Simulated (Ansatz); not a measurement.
Consider the formal hydrolysis of the Al–C bond: `C=C[CH2][Al]([F])[F]` + H₂O → `[OH][Al]([F])[F]` + propene.

Program: Ansatz. Geometries: PBE0-D4/def2-TZVP. ΔE: electronic, gas phase. CBS: MP2 limit from def2 TZ/QZ plus the TZ coupled-cluster correction, frozen cores. This one scheme is used for every species. DFT in def2-TZVPP. B3LYP here is the variant with VWN-RPA as its local correlation; programs differ in this. One conformer a species, not always the lowest.

```json
{"level": "B97M-V", "ΔE (kcal/mol)": "-30.9"}
{"level": "B3LYP-D4", "ΔE (kcal/mol)": "-32.0"}
{"level": "PBE", "ΔE (kcal/mol)": "-28.4"}
{"level": "revPBE", "ΔE (kcal/mol)": "-29.4"}
{"level": "r2SCAN", "ΔE (kcal/mol)": "-29.7"}
{"level": "r2SCANh", "ΔE (kcal/mol)": "-29.8"}
{"level": "MP2/def2-QZVPP", "ΔE (kcal/mol)": "-31.1"}
{"level": "SCS-MP2/def2-QZVPP", "ΔE (kcal/mol)": "-32.9"}
```

(1) What does CCSD(T)/CBS give? (Estimate.)

Largest T1 diagnostic among the species: 0.013.

Results:

(1) Computed: -30.8 kcal/mol. The listed levels differ from it by -0.1, -1.2, 2.4, 1.4, 1.1, 1.0, -0.3, -2.1 kcal/mol.

From BLYP to BHLYP (50 % exact exchange), in def2-TZVPP and without D4, ΔE moves by −0.9 kcal/mol. In def2-TZVPP, CCSD(T) changes the Hartree–Fock value by +6.3 kcal/mol (the triples alone add +1.2 kcal/mol) and MP2 by +6.3 kcal/mol. At CCSD(T), def2-SVP lies −1.7 kcal/mol from the extrapolated value and def2-TZVPP −0.7 kcal/mol.
